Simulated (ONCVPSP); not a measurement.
## Building the ONCV potential for Zr (Z = 40) (PBE, scalar-relativistic).

Zr (Z = 40), optimised norm-conserving Vanderbilt (ONCV), made with ONCVPSP 4.0.1 (PBE, scalar-relativistic). Core [Ar] 3d10, reference 4s2 4p6 4d2 5s2. Waves: 4s+5s: rc 1.60 bohr, ncon 5, nbas 9, qcut 8.2 1/bohr, 2 projectors; 4p: rc 1.25 bohr, ncon 4, nbas 8, qcut 7.4 1/bohr, 1 projector; 4d: rc 2.70 bohr, ncon 4, nbas 8, qcut 5.6 1/bohr, 2 projectors, debl 1.7 Ha. Local part: polynomial inside 0.80 bohr (lpopt 3, dvloc0 1 Ha). Core correction: Teter function, fcfact 4.25, rcfact 1.65.

All-electron outer shells of the reference configuration (PBE, scalar-relativistic, ld1.x):

```csv
shell,level (eV),outermost node (bohr),outermost maximum (bohr)
3d,-174.71,–,0.35
4s,-54.50,0.55,1.08
4p,-32.46,0.56,1.17
5s,-4.44,1.47,3.15
4d,-3.60,0.58,1.59
```

(1) Is a potential produced?

## Answers

(1) No. ONCVPSP 4.0.1 stopped with "ERROR pspot: first pseudo wave function has node, program will stop": the optimised pseudo-wave of the first projector has a node, so the radial equation cannot be inverted for a potential. It happened in the s channel.
